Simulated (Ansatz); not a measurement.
The inner images of a band of C3H6BN (11 atoms, charge 0, multiplicity 1) are given out of order.

The calculation used Ansatz 0.2.0, RKS BHLYP-D4/def2-SVP.

Initial state:

```xyz
11
Properties=species:S:1:pos:R:3
B -0.580 1.542 1.696
N -0.037 0.490 0.966
C -0.290 0.197 -0.377
C 0.237 -0.792 -1.047
C 0.757 -1.775 -1.723
H -0.266 1.668 2.845
H -1.344 2.291 1.154
H 0.607 -0.145 1.410
H -0.987 0.874 -0.863
H 1.689 -1.657 -2.272
H 0.279 -2.751 -1.768
```

Final state:

```xyz
11
Properties=species:S:1:pos:R:3
B 0.033 0.758 1.763
N -0.625 1.099 0.583
C -0.584 0.463 -0.669
C 0.111 -0.595 -0.991
C 0.787 -1.647 -1.344
H -0.146 1.450 2.725
H 0.750 -0.200 1.791
H -1.222 1.908 0.586
H -1.207 0.923 -1.433
H 1.793 -1.567 -1.751
H 0.374 -2.649 -1.240
```

Q: Put them in order from the first end to the last, with their energies above the first end.
A.
```xyz
11
Properties=species:S:1:pos:R:3
B -0.167 0.638 1.809
N -0.392 1.202 0.556
C -0.431 0.569 -0.698
C 0.149 -0.557 -1.012
C 0.714 -1.677 -1.352
H -0.147 1.369 2.759
H -0.016 -0.545 1.911
H -0.557 2.192 0.500
H -1.015 1.084 -1.458
H 1.710 -1.699 -1.789
H 0.216 -2.634 -1.205
```
B.
```xyz
11
Properties=species:S:1:pos:R:3
B -0.738 0.819 1.736
N 0.231 1.023 0.763
C 0.171 0.647 -0.601
C 0.283 -0.580 -1.027
C 0.401 -1.793 -1.478
H -0.519 1.217 2.847
H -1.764 0.275 1.445
H 1.070 1.526 1.006
H 0.024 1.447 -1.327
H 1.372 -2.194 -1.759
H -0.463 -2.444 -1.584
```
C.
```xyz
11
Properties=species:S:1:pos:R:3
B -0.781 0.991 1.735
N 0.303 0.815 0.888
C 0.247 0.592 -0.515
C 0.297 -0.592 -1.058
C 0.343 -1.766 -1.614
H -0.573 1.179 2.901
H -1.892 0.955 1.285
H 1.238 0.852 1.262
H 0.161 1.468 -1.156
H 1.289 -2.219 -1.899
H -0.565 -2.331 -1.808
```
D.
```xyz
11
Properties=species:S:1:pos:R:3
B -0.732 1.307 1.738
N 0.180 0.687 0.893
C -0.017 0.430 -0.478
C 0.316 -0.683 -1.073
C 0.598 -1.811 -1.655
H -0.464 1.407 2.901
H -1.768 1.705 1.284
H 1.021 0.286 1.274
H -0.493 1.226 -1.045
H 1.568 -2.007 -2.108
H -0.145 -2.605 -1.710
```
E.
```xyz
11
Properties=species:S:1:pos:R:3
B -0.771 1.144 1.747
N 0.247 0.751 0.889
C 0.113 0.526 -0.504
C 0.309 -0.632 -1.072
C 0.479 -1.790 -1.637
H -0.524 1.270 2.913
H -1.868 1.336 1.303
H 1.160 0.546 1.258
H -0.173 1.381 -1.114
H 1.451 -2.116 -1.998
H -0.357 -2.474 -1.764
```
F.
```xyz
11
Properties=species:S:1:pos:R:3
B -0.667 1.444 1.723
N 0.086 0.596 0.918
C -0.153 0.315 -0.432
C 0.292 -0.736 -1.069
C 0.691 -1.806 -1.690
H -0.375 1.548 2.880
H -1.593 2.031 1.240
H 0.839 0.064 1.322
H -0.770 1.044 -0.950
H 1.643 -1.853 -2.214
H 0.073 -2.703 -1.707
```
G.
```xyz
11
Properties=species:S:1:pos:R:3
B -0.511 0.631 1.804
N -0.015 1.191 0.632
C -0.082 0.675 -0.678
C 0.224 -0.546 -1.023
C 0.537 -1.749 -1.402
H -0.333 1.226 2.831
H -1.116 -0.400 1.760
H 0.435 2.090 0.679
H -0.428 1.366 -1.446
H 1.541 -1.981 -1.752
H -0.185 -2.561 -1.383
```

A: F (+0.9 kcal/mol), D (+3.2 kcal/mol), E (+5.4 kcal/mol), C (+6.3 kcal/mol), B (+5.5 kcal/mol), G (+4.0 kcal/mol), A (+3.1 kcal/mol).

The run took 8.9 min on 2 threads of Intel(R) Xeon(R) Platinum 8259CL CPU @ 2.50GHz (Skylake/Cascade Lake) (shared host), peak memory 0.23 GiB.
